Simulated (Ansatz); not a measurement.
Na₆Sb. The state is a doublet with charge 0. Geometry PBE-D4/def2-SVP, basis def2-TZVP, Ansatz.

Cartesian coordinates in Å:
```
Sb 0.7847 -0.6993 0.4994
Na 0.2493 -3.3581 1.6752
Na 0.5570 2.2001 -0.2070
Na 0.2943 -0.2885 3.3911
Na 0.4422 -0.2263 -2.4475
Na -2.1427 -0.6655 0.6841
Na -0.1848 3.0377 -3.5954
```

```
run  HOMO (eV)  LUMO (eV)
  A      -2.83      -1.59
  B      -2.50      -2.24
  C      -2.44      -2.08
  D      -4.10      -0.29
  E      -2.48      -1.78
```

In the def2 sets Sb takes a core potential; there is no spin–orbit coupling. LC-ωPBE has ω = 0.4 bohr⁻¹. Another isomer (doublet) lies 0.02 eV lower at PBE-D4/def2-TZVP; other spin states weren't run for this one.

HOMO and LUMO are taken over both spins.

The runs used LC-ωPBE, LDA (SPW92), PBE, PBE0, r2SCAN. Estimate which is which.

A PBE0 (25 % exact exchange); B LDA (SPW92) (0 % exact exchange); C PBE (0 % exact exchange); D LC-ωPBE (range-separated); E r2SCAN (0 % exact exchange). Exact exchange lowers occupied and raises empty levels; among semilocal functionals meta-GGAs tend to open the gap a little, and such runs are hard to tell apart. The gap grows from 0.26 eV (LDA (SPW92)) to 3.80 eV (LC-ωPBE). At LC-ωPBE/def2-TZVP the charge 0 doublet is spin-contaminated (final ⟨S²⟩ up to 0.87, 0.75 for a pure state).
